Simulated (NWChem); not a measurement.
System: C₂H₅BN₂O; SMILES C1B(N)N=CO1

Input file for NWChem:

```
start job
memory heap 200 mb stack 900 mb global 1100 mb
geometry units angstroms noautoz
  N      0.035925    -2.170305     0.000000
  B     -0.008298    -0.769056     0.000000
  C      1.200175     0.286110     0.000000
  O      0.480733     1.559846     0.000000
  C     -0.837518     1.242765     0.000000
  N     -1.245823     0.020541     0.000000
  H      0.890203    -2.723832     0.000000
  H     -0.823527    -2.720479     0.000000
  H      1.857552     0.272170    -0.895139
  H      1.857552     0.272170     0.895139
  H     -1.478793     2.146087     0.000000
end
basis spherical
  N library 6-31g*
  B library 6-31g*
  C library 6-31g*
  O library 6-31g*
  H library 6-31g*
end
dft
  xc xtpss03 ctpss03
  iterations 150
  mulliken
end
task dft energy
```

Geometry: optimised at PBE-D3(BJ)/def2-SVP.

Problem. Predict the main results of this run. (TPSS/6-31G* (spherical d).) Quantities: basis functions; energy (Ha); highest occupied level (eV); orbital gap (eV); dipole (D).

Solution. 
- number of basis functions: 94
- energy (Ha): -288.90
- highest occupied level (eV): -5.71
- orbital gap (eV): 4.94
- dipole (D): 2.49
